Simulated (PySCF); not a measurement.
# Computed records: BGe$_{2}$H$_{5}$O, CH$_{6}$AlGeN

All values are calculated (PySCF 2.14.0). Calculation on a computer-drawn molecule: optimised geometry and harmonic frequencies of an isolated molecule of the commonest isotopes, restricted reference for singlets and unrestricted otherwise, frozen core in MP2; on germanium a core potential holds 10 electrons, which the energies leave out, and 3d is frozen in MP2 and coupled-cluster steps.

Common to all runs: charge 0; multiplicity 1; method HF; basis and core potential on germanium cc-pVDZ-PP ECP10MDF.

(1) BGe$_{2}$H$_{5}$O

Start structure:
```xyz
9
BGe2H5O
O     -1.4492    -0.9846    -1.5129
Ge    -1.3077     0.2128    -0.4003
B      0.2218     0.2926     0.8859
Ge     2.0028     0.9089     0.2999
H     -2.4056     1.3655    -0.4477
H      0.0844    -0.1314     1.9652
H      2.9883    -0.2334     0.2866
H      2.1928     1.5305    -1.0356
H      2.6670     1.8692     1.2085
```

- basis: cc-pVDZ
- rotational constants: 10.37, 0.7807, 0.7578 GHz
- total energy: -689.1225 hartree
- convergence status largest gradient component: 1.324e-05 hartree/bohr

Drawn bonds:
```csv
atom,other atom,order
1,2,2
2,3,1
3,4,1
2,5,1
3,6,1
4,7,1
4,8,1
4,9,1
```

Optimised structure:
```xyz
9
BGe2H5O
O     -1.6899    -1.0684    -1.4740
Ge    -1.3826     0.1713    -0.4709
B      0.2397     0.2481     0.8198
Ge     2.1476     0.9340     0.3012
H     -2.2967     1.4104    -0.4394
H      0.0687    -0.1468     1.9374
H      3.1036    -0.2630     0.3200
H      2.1903     1.5843    -1.0849
H      2.6139     1.9602     1.3405
```

Modes:
```csv
frequency (cm⁻¹),reduced mass (dalton)
39.29,1.189
58.72,4.05
104.8,5.551
172.1,3.707
378.6,2.514
458.4,1.043
469.2,1.141
629.1,1.576
675.3,2.924
694.8,1.458
815.6,1.174
899.3,1.05
947.6,1.103
971.4,1.024
984.7,1.265
1041,14.88
2184,1.02
2212,1.023
2218,1.023
2232,1.012
2734,1.091
```

(2) CH$_{6}$AlGeN

Start structure:
```xyz
10
CH6AlGeN
C     -0.5262    -2.6309    -2.4081
Ge    -1.3576    -1.2159    -1.2647
N     -0.6441     0.2100    -0.7227
Al     0.3185     1.5985    -0.1126
H      0.4906    -2.4290    -2.4902
H     -0.5402    -3.6084    -1.8040
H     -0.9963    -2.7704    -3.2717
H     -2.8805    -1.4222    -1.0224
H      1.8001     1.8249    -0.5008
H     -0.3967     2.7185     0.6849
```

- basis: cc-pV(D+d)Z
- rotational constants: 14.29, 1.483, 1.382 GHz
- total energy: -631.0859 hartree
- convergence status largest gradient component: 3.045e-05 hartree/bohr

Drawn bonds:
```csv
atom,other atom,order
1,2,1
2,3,2
3,4,1
1,5,1
1,6,1
1,7,1
2,8,1
4,9,1
4,10,1
```

Optimised structure:
```xyz
10
CH6AlGeN
C     -0.5210    -2.7204    -2.1819
Ge    -1.3176    -1.0855    -1.4969
N     -0.4776     0.1915    -0.8514
Al     0.2813     1.5968    -0.1558
H      0.5628    -2.6718    -2.0867
H     -0.9014    -3.5782    -1.6230
H     -0.7930    -2.8515    -3.2316
H     -2.8455    -1.0896    -1.6132
H      0.7321     2.8060    -1.0763
H      0.5475     1.6778     1.4046
```

Modes:
```csv
frequency (cm⁻¹),reduced mass (dalton)
53.41,4.343
85.84,1.229
110.4,2.51
147.8,1.117
231.1,4.222
478.1,8.662
479.2,1.096
599.7,1.248
632.2,4.246
666.2,1.175
765.4,1.12
829.4,1.216
861.7,1.076
946,1.189
1291,12.55
1375,1.236
1548,1.05
1552,1.054
1951,1.06
1972,1.024
2219,1.02
3183,1.033
3268,1.102
3305,1.105
```
